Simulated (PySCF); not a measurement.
Computed shifts of a molecule C5H7F, KT2/pcSseg-1 run with PySCF, GIAO, gas phase, atoms alike by connectivity averaged where their shifts nearly agree, in ppm (number of nuclei): ¹⁹F: -148.6 (1). ¹³C: 166.5 (1), 100.9 (1), 34.8 (1), 33.8 (1), 27.3 (1). ¹H: 5.24 (1), 2.82 (1), 2.79 (1), 2.60 (1), 2.45 (1), 2.16 (2). References: ¹⁹F against CFCl3 (σ = 127.1 ppm); ¹³C against TMS (σ = 185.1 ppm); ¹H against TMS (σ = 31.47 ppm), references at their B3LYP-D3(BJ)/def2-TZVP geometries, non-relativistic. Geometry optimised at ωB97X-D3(BJ)/def2-SVP. The values are those of a single conformer.

Identify the compound among the candidates.
A. FC1=CCCC1
B. CC1=C(F)CC1
C. C[C@@]1(F)C=CC1
D. F[C@H]1C=CCC1

A, FC1=CCCC1
